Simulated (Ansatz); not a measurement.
Total energies of ClF5W, SMILES `[F][W]([F])([F])([F])([F])[Cl]`.

Cartesian coordinates in Å:
```
F -0.5755 -0.0701 -1.7432
W 0.0020 0.0348 -0.0036
F 1.7428 -0.0826 -0.5752
F 0.1082 1.8648 -0.1952
F -1.7337 0.2376 0.5594
F 0.5843 0.2254 1.7271
Cl -0.1281 -2.2099 0.2308
```

Total charge 0; spin multiplicity 1. Correlated methods include outer-core shells of W, which these sets cover unevenly. W: def2 effective core potential. The geometry is a stationary point of PBE0-D4/def2-TZVP. Basis def2-TZVPP, Ansatz 0.2.0.

RPA on PBE orbitals: Hartree–Fock energy of these orbitals -1023.40564 Eh, correlation -2.86544 Eh (frozen core).

```json
{"functional": "LDA (SPW92)", "energy without D4 (Eh)": "-1022.34375", "D4 term (kJ/mol)": "–"}
{"functional": "revPBE", "energy without D4 (Eh)": "-1026.87471", "D4 term (kJ/mol)": "-52.3"}
{"functional": "BLYP", "energy without D4 (Eh)": "-1027.02625", "D4 term (kJ/mol)": "-42.0"}
{"functional": "r2SCAN", "energy without D4 (Eh)": "-1026.88082", "D4 term (kJ/mol)": "-4.4"}
{"functional": "B3LYP", "energy without D4 (Eh)": "-1027.08145", "D4 term (kJ/mol)": "-31.6"}
{"functional": "r2SCAN0", "energy without D4 (Eh)": "-1026.71563", "D4 term (kJ/mol)": "-5.3"}
{"functional": "HSE06 (plane-wave form)", "energy without D4 (Eh)": "-1026.37832", "D4 term (kJ/mol)": "-15.4"}
{"functional": "CAM-B3LYP", "energy without D4 (Eh)": "-1026.90278", "D4 term (kJ/mol)": "-16.8"}
{"functional": "ωB97M-V", "energy without D4 (Eh)": "-1026.81212", "D4 term (kJ/mol)": "–"}
{"functional": "PBE-QIDH", "energy without D4 (Eh)": "-1026.15850", "D4 term (kJ/mol)": "–"}
```

Give the same for PBE, B97M-V, PBE0, r2SCANh, BHLYP, LC-ωPBE, ωB97X-V, B2PLYP. (An estimate is asked.)

The calculation gave: 
```tsv
functional	energy without D4 (Eh)	D4 term (kJ/mol)
PBE	-1026.45962	-19.4
B97M-V	-1026.76544	–
PBE0	-1026.40614	-16.4
r2SCANh	-1026.81332	-4.8
BHLYP	-1026.70219	-26.6
LC-ωPBE	-1026.66578	–
ωB97X-V	-1026.76700	–
B2PLYP	-1026.54336	–
```

B3LYP takes the VWN-RPA correlation (the form of Gaussian; ORCA's B3LYP/G). HSE06 is the plane-wave form, built on full-range PBE exchange. The double hybrids freeze the cores in their second-order part.

LC-ωPBE has ω = 0.4 bohr⁻¹.
